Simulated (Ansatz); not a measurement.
The same path of C2H6OSi (10 atoms, charge 0, multiplicity 1) was run twice with different band settings. The coordinate that changes most is the dihedral H7–C2–C3–Si4.

These are results of RKS r2SCAN-D4/cc-pVDZ in Ansatz, not measurements.

Relaxed end points:

```xyz
10
Properties=species:S:1:pos:R:3
O -0.854 1.902 0.069
C 0.098 0.951 0.543
C -0.257 -0.468 0.201
Si 0.591 -1.492 -0.898
H -1.716 1.624 0.413
H 0.229 1.042 1.643
H 1.056 1.243 0.083
H -1.157 -0.868 0.693
H 1.832 -1.036 -1.585
H 0.177 -2.898 -1.161
```

```xyz
10
Properties=species:S:1:pos:R:3
O -0.943 1.527 1.149
C 0.001 1.131 0.156
C -0.372 -0.172 -0.485
Si 0.597 -1.601 -0.517
H -1.026 0.768 1.746
H 1.032 1.089 0.565
H -0.015 1.943 -0.592
H -1.378 -0.200 -0.926
H 1.963 -1.629 0.077
H 0.143 -2.857 -1.174
```

Common settings: spring 5.0 eV/Å²; optimiser quadratic models (default); start path through a guess of the saddle point; force threshold 0.03 eV/Å; iteration limit 60; end points relaxed.

| run | movable images | climbing image |
| --- | --- | --- |
| 1 | 7 | yes |
| 2 | 1 | no |

(1) What does each run give, and how far can it be trusted?

## Answers

(1) Run 1: converged after 9 iterations, highest image 0.109 eV above the first end. A vibrational analysis at the climbing image gives one clearly imaginary mode, 147i cm⁻¹: a first-order saddle point.
Run 2: converged after 9 iterations, highest image 0.106 eV above the first end. No image climbed, so the highest image needn't sit at the top of the path. So few images can step over the top or miss a turn of the path.
